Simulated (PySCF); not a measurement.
BiCl₂ (SMILES [Cl][Bi][Cl]), doublet, geometry from GFN2-xTB (such geometries of metal compounds can be far from the true shape) (the spin is typed, not shown lowest) (core potentials on Bi); PBE0/def2-SV(P) (PySCF).

Here is a job for PySCF.
```python
from pyscf import gto, scf, dft

mol = gto.M(
    atom='''
Bi    0.319358   -0.029110    0.371161
Cl    0.594212    0.414542   -2.061208
Cl   -2.153431   -0.272418    0.249068
''',
    basis='def2-sv(p)',
    ecp={'Bi': 'def2-sv(p)'},
    charge=0,
    spin=1,
    verbose=4,
)

mf = dft.UKS(mol)
mf.xc = 'pbe0'
mf.kernel()
mo_i, mo_e, stable_i, stable_e = mf.stability(internal=True, external=False, return_status=True, nroots=6, tol=1e-6)
print('internally stable:', stable_i, ' externally stable:', stable_e)
if not stable_i:
    umf = mf.copy()
    umf.scf_summary = {}
    umf.kernel(umf.make_rdm1(mo_i, mf.mo_occ))
mf.analyze()
```

**Question.** What does PySCF print? Leave out banner, timings and long lists.

**Answer.** 
```
PySCF version 2.14.0

[INPUT] verbose = 4
[INPUT] num. atoms = 3
[INPUT] num. electrons = 57
[INPUT] charge = 0
[INPUT] spin (= nelec alpha-beta = 2S) = 1
[INPUT] symmetry False subgroup None
[INPUT] Mole.unit = angstrom
[INPUT] Symbol           X                Y                Z      unit          X                Y                Z       unit  Magmom
[INPUT]  1 Bi     0.319358000000  -0.029110000000   0.371161000000 AA    0.603499155689  -0.055009927486   0.701392638120 Bohr   0.0
[INPUT]  2 Cl     0.594212000000   0.414542000000  -2.061208000000 AA    1.122897939930   0.783370847129  -3.895118605763 Bohr   0.0
[INPUT]  3 Cl    -2.153431000000  -0.272418000000   0.249068000000 AA   -4.069394818148  -0.514795411402   0.470670306393 Bohr   0.0

nuclear repulsion = 208.185396040988
number of shells = 26
number of NR pGTOs = 133
number of NR cGTOs = 62
basis = def2-sv(p)
ecp = {'Bi': 'def2-sv(p)'}

******** <class 'pyscf.dft.uks.UKS'> ********
method = UKS
initial guess = minao
damping factor = 0
level_shift factor = 0
DIIS = <class 'pyscf.scf.diis.CDIIS'>
diis_start_cycle = 1
diis_space = 8
diis_damp = 0
SCF conv_tol = 1e-09
SCF conv_tol_grad = None
SCF max_cycles = 50
direct_scf = True
direct_scf_tol = 1e-13
number electrons alpha = 29  beta = 28
XC library pyscf.dft.libxc version 7.1.2
    S. Lehtola, C. Steigemann, M. J. T. Oliveira, and M. A. L. Marques,  SoftwareX 7, 1–5 (2018)
XC functionals = pbe0
    C. Adamo and V. Barone,  J. Chem. Phys. 110, 6158 (1999)
    M. Ernzerhof and G. E. Scuseria,  J. Chem. Phys. 110, 5029 (1999)
radial grids:
    Treutler-Ahlrichs [JCP 102, 346 (1995); DOI:10.1063/1.469408] (M4) radial grids

becke partition: Becke, JCP 88, 2547 (1988); DOI:10.1063/1.454033
pruning grids: <function nwchem_prune>
grids dens level: 3
symmetrized grids: False
atomic radii adjust function: <function treutler_atomic_radii_adjust>
small_rho_cutoff = 0
Set gradient conv threshold to 3.16228e-05
tot grids = 61208
init E= -1107.99204310266

cycle= 1 E= -1132.59844107179  delta_E= -24.6  |g|= 1.68  |ddm|= 9.26
cycle= 2 E= -1132.26419245745  delta_E= 0.334  |g|= 2.12  |ddm|= 5.54
cycle= 3 E= -1134.4390773521  delta_E= -2.17  |g|= 0.293  |ddm|= 2.75
cycle= 4 E= -1134.50603086717  delta_E= -0.067  |g|= 0.0791  |ddm|= 0.658
cycle= 5 E= -1134.51038773633  delta_E= -0.00436  |g|= 0.0204  |ddm|= 0.131
cycle= 6 E= -1134.51063161508  delta_E= -0.000244  |g|= 0.00293  |ddm|= 0.0309
cycle= 7 E= -1134.51064023236  delta_E= -8.62e-06  |g|= 0.00135  |ddm|= 0.00628
cycle= 8 E= -1134.51064248539  delta_E= -2.25e-06  |g|= 0.000255  |ddm|= 0.00317
cycle= 9 E= -1134.51064273139  delta_E= -2.46e-07  |g|= 5.65e-05  |ddm|= 0.00149
cycle= 10 E= -1134.51064274056  delta_E= -9.17e-09  |g|= 2.09e-05  |ddm|= 0.000279
cycle= 11 E= -1134.51064274125  delta_E= -6.91e-10  |g|= 4.82e-06  |ddm|= 6.84e-05
Extra cycle  E= -1134.51064274129  delta_E= -3.46e-11  |g|= 2.94e-06  |ddm|= 1.48e-05
converged SCF energy = -1134.51064274129  <S^2> = 0.75287218  2S+1 = 2.0028701
uhf_internal: lowest eigs of H = [0.17171539 0.18215106 0.2699999  0.27713725 0.27899345 0.29640574]
<class 'pyscf.dft.uks.UKS'> wavefunction is stable in the internal stability analysis
internally stable: True  externally stable: None
**** SCF Summaries ****
Total Energy =                       -1134.510642741287938
Nuclear Repulsion Energy =             208.185396040988394
One-electron Energy =                -2059.476726111523931
Two-electron Energy =                  716.780687329247485
Two-electron Coulomb Energy =          790.180918855581581
DFT Exchange-Correlation Energy =      -73.400231526334125
**** MO energy ****
                             alpha | beta                alpha | beta
MO #1   energy= -101.661651808517  | -101.661241906979  occ= 1 | 1
MO #2   energy= -101.661631988301  | -101.661222102629  occ= 1 | 1
MO #3   energy= -9.5116780589052   | -9.51128829455992  occ= 1 | 1
MO #4   energy= -9.51167201405744  | -9.51128255789249  occ= 1 | 1
MO #5   energy= -7.25076729031776  | -7.25096539043364  occ= 1 | 1
MO #6   energy= -7.25076298286051  | -7.25096110898436  occ= 1 | 1
MO #7   energy= -7.24496248227299  | -7.24399445979288  occ= 1 | 1
MO #8   energy= -7.24495860465894  | -7.2439864077304   occ= 1 | 1
MO #9   energy= -7.24420231669898  | -7.24317349404285  occ= 1 | 1
MO #10  energy= -7.24419423733303  | -7.24316963262587  occ= 1 | 1
MO #11  energy= -6.07836183624752  | -6.07533779534364  occ= 1 | 1
MO #12  energy= -3.80303342513195  | -3.80226032757939  occ= 1 | 1
MO #13  energy= -3.80128262619567  | -3.80051335010533  occ= 1 | 1
MO #14  energy= -3.79763242852557  | -3.79176870422447  occ= 1 | 1
MO #15  energy= -1.14515875272545  | -1.14396979986756  occ= 1 | 1
MO #16  energy= -1.14090509714697  | -1.13946988781956  occ= 1 | 1
MO #17  energy= -1.1372365914254   | -1.13098962035736  occ= 1 | 1
MO #18  energy= -1.13631627765563  | -1.1293613820169   occ= 1 | 1
MO #19  energy= -1.13564151680145  | -1.1288386639089   occ= 1 | 1
MO #20  energy= -0.827074085800816 | -0.82232680327011  occ= 1 | 1
MO #21  energy= -0.802396328901282 | -0.80002963936739  occ= 1 | 1
MO #22  energy= -0.631226567494039 | -0.605672085780434 occ= 1 | 1
MO #23  energy= -0.381895205843407 | -0.379541933816136 occ= 1 | 1
MO #24  energy= -0.363004245842327 | -0.357848276110973 occ= 1 | 1
MO #25  energy= -0.346969888843502 | -0.33136317017895  occ= 1 | 1
MO #26  energy= -0.322752951398447 | -0.31826036639325  occ= 1 | 1
MO #27  energy= -0.31992363421208  | -0.313735907273997 occ= 1 | 1
MO #28  energy= -0.310866275127279 | -0.310439303897617 occ= 1 | 1
MO #29  energy= -0.228628945196498 | -0.124096465481855 occ= 1 | 0
MO #30  energy= -0.0790984083074524 | -0.0680105099468862 occ= 0 | 0
MO #31  energy= -0.0755746257850088 | -0.0643113553966196 occ= 0 | 0
MO #32  energy= 0.187809245958118  | 0.212809236773645  occ= 0 | 0
MO #33  energy= 0.236810811834575  | 0.242832207668651  occ= 0 | 0
MO #34  energy= 0.237836333060635  | 0.247461083063061  occ= 0 | 0
MO #35  energy= 0.251515761671933  | 0.280311576443215  occ= 0 | 0
MO #36  energy= 0.290011193941388  | 0.308423571577876  occ= 0 | 0
MO #37  energy= 0.297477922500116  | 0.321625426522255  occ= 0 | 0

spin_pop of  0 Bi 5s       -0.00004
spin_pop of  0 Bi 6s        0.00229
spin_pop of  0 Bi 7s       -0.00085
spin_pop of  0 Bi 8s        0.00109
spin_pop of  0 Bi 5px      -0.00002
spin_pop of  0 Bi 5py       0.00054
spin_pop of  0 Bi 5pz      -0.00001
spin_pop of  0 Bi 6px       0.00205
spin_pop of  0 Bi 6py       0.05368
spin_pop of  0 Bi 6pz       0.00295
spin_pop of  0 Bi 7px       0.00249
spin_pop of  0 Bi 7py       0.05034
spin_pop of  0 Bi 7pz       0.00336
spin_pop of  0 Bi 8px       0.02060
spin_pop of  0 Bi 8py       0.77538
spin_pop of  0 Bi 8pz       0.03398
spin_pop of  0 Bi 5dxy     -0.00318
spin_pop of  0 Bi 5dyz     -0.00131
spin_pop of  0 Bi 5dz^2    -0.00522
spin_pop of  0 Bi 5dxz     -0.00433
spin_pop of  0 Bi 5dx2-y2   -0.00422
spin_pop of  0 Bi 6dxy      0.00184
spin_pop of  0 Bi 6dyz      0.00133
spin_pop of  0 Bi 6dz^2     0.00374
spin_pop of  0 Bi 6dxz      0.00525
spin_pop of  0 Bi 6dx2-y2    0.00544
spin_pop of  1 Cl 1s       -0.00000
spin_pop of  1 Cl 2s       -0.00000
spin_pop of  1 Cl 3s        0.00001
spin_pop of  1 Cl 4s        0.00086
spin_pop of  1 Cl 2px      -0.00000
spin_pop of  1 Cl 2py       0.00000
spin_pop of  1 Cl 2pz      -0.00000
spin_pop of  1 Cl 3px      -0.00084
spin_pop of  1 Cl 3py       0.03524
spin_pop of  1 Cl 3pz      -0.01396
spin_pop of  1 Cl 4px       0.00010
spin_pop of  1 Cl 4py       0.00264
spin_pop of  1 Cl 4pz       0.00070
spin_pop of  1 Cl 3dxy      0.00001
spin_pop of  1 Cl 3dyz      0.00122
spin_pop of  1 Cl 3dz^2     0.00032
spin_pop of  1 Cl 3dxz      0.00005
spin_pop of  1 Cl 3dx2-y2    0.00005
spin_pop of  2 Cl 1s       -0.00000
spin_pop of  2 Cl 2s       -0.00000
spin_pop of  2 Cl 3s        0.00000
spin_pop of  2 Cl 4s        0.00087
spin_pop of  2 Cl 2px      -0.00000
spin_pop of  2 Cl 2py       0.00000
spin_pop of  2 Cl 2pz      -0.00000
spin_pop of  2 Cl 3px      -0.01490
spin_pop of  2 Cl 3py       0.03557
spin_pop of  2 Cl 3pz      -0.00022
spin_pop of  2 Cl 4px       0.00070
spin_pop of  2 Cl 4py       0.00263
spin_pop of  2 Cl 4pz       0.00013
spin_pop of  2 Cl 3dxy      0.00130
spin_pop of  2 Cl 3dyz      0.00001
spin_pop of  2 Cl 3dz^2     0.00003
spin_pop of  2 Cl 3dxz      0.00005
spin_pop of  2 Cl 3dx2-y2    0.00026
In total            29.00000 | 28.00000
Dipole moment(X, Y, Z, Debye):  2.77006, -0.25249,  3.21936
```
